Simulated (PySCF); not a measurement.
2H-1,3,5-oxadiazine (C₃H₄N₂O), SMILES C1=NC=NCO1.

Geometry: B3LYP-D3(BJ)/def2-SVP. One conformer was computed; it need not be the lowest.

All values below come from PySCF 2.14.0 with TDDFT-ωB97X/def2-SVPD.

Vertical excitations. The molecule is in vacuum.

| state | energy (eV) | λ (nm) | f | main pairs |
|---|---|---|---|---|
| S1 | 4.61 | 269 | 0.007 | HOMO−1→LUMO 58 %, HOMO→LUMO 38 % |
| S2 | 5.14 | 241 | 0.051 | HOMO→LUMO 59 %, HOMO−1→LUMO 37 % |
| S3 | 5.72 | 217 | 0.002 | HOMO−2→LUMO 93 % |
| S4 | 7.50 | 165 | 0.014 | HOMO→LUMO+1 84 % |
| S5 | 7.77 | 160 | 0.013 | HOMO−1→LUMO+2 19 %, HOMO−1→LUMO+4 15 %, HOMO→LUMO+2 9 %, HOMO−1→LUMO+3 9 % |
| S6 | 8.14 | 152 | 0.015 | HOMO−1→LUMO+1 63 % |
| S7 | 8.25 | 150 | 0.004 | HOMO−3→LUMO 54 %, HOMO−1→LUMO+1 11 %, HOMO→LUMO+2 10 % |
| S8 | 8.65 | 143 | 0.149 | HOMO→LUMO+2 28 %, HOMO−3→LUMO 14 %, HOMO−2→LUMO+1 10 %, HOMO−2→LUMO+4 8 % |
| S9 | 8.73 | 142 | 0.009 | HOMO→LUMO+5 59 %, HOMO→LUMO+4 13 % |
| S10 | 8.83 | 140 | 0.010 | HOMO−2→LUMO+2 16 %, HOMO→LUMO+2 15 %, HOMO→LUMO+3 13 %, HOMO−6→LUMO 10 % |
| T1 | 3.54 | 350 | 0 | HOMO→LUMO 90 % |
| T2 | 4.23 | 293 | 0 | HOMO−1→LUMO 91 % |
| T3 | 5.22 | 237 | 0 | HOMO−2→LUMO 87 % |
| T4 | 5.72 | 217 | 0 | HOMO−3→LUMO 49 %, HOMO→LUMO+2 10 %, HOMO→LUMO+4 8 %, HOMO→LUMO+7 8 % |
Triplets are in the Tamm–Dancoff approximation, which puts them higher than full response would, so one can lie above its singlet here.
